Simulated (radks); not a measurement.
Initial-state core-level shifts of neutral samarium when its valence configuration changes from [Xe] 4f6 6s2. All-electron calculation, non-relativistic Kohn-Sham, BLYP, spin-polarised, spherical densities, point nucleus; open shells are filled with parallel spins first (spin-orbit coupling, left out, can overturn this in heavy ions); relativity is left out, which matters for an element this heavy. Program: a radial shooting solver on a logarithmic mesh with Libxc functionals. Shifts are changes of the shell-averaged eigenvalues in eV (positive: less bound); the change of the density at the nucleus, which sets a Mossbauer isomer shift, is in e/bohr^3, on a base of 1.695e+05.

valence,2s,3s,4s,4p,density at nucleus
4f6 6p2,-1.954,-1.947,-1.953,-1.953,-10.62
4f7 6p1,+6.940,+7.598,+7.168,+7.101,-17.78
4f5.5 6s2 6p0.5,-5.591,-6.026,-5.652,-5.603,+6.99
4f4.5 5d1 6s2 6p0.5,-14.132,-15.678,-14.218,-14.045,+18.04
4f6 5d2,+2.830,+2.756,+2.816,+2.824,-11.60
4f6 5d1 6s1,+1.820,+1.770,+1.807,+1.812,-6.39
4f5.5 5d1 6s1 6p0.5,-3.236,-3.729,-3.329,-3.275,-1.09
4f6.5 6s1.5,+4.485,+4.850,+4.589,+4.550,-7.86
